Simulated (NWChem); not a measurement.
Molecule: SnH$_{2}$Cl$_{2}$; SMILES [Cl][SnH2][Cl]

def2 effective core potentials on Sn; no spin-orbit coupling.

Problem. Give the equilibrium geometry at PBE0/def2-SVP with def2 effective core potentials on Sn (NWChem) as an XYZ file, with the point group.

Solution. point group C2v; any orientation.
```
5

Sn     0.0000     0.0000    -0.5715
Cl    -1.8837     0.0000     0.8230
Cl     1.8837     0.0000     0.8230
H      0.0000     1.4637    -1.4391
H      0.0000    -1.4637    -1.4391
```
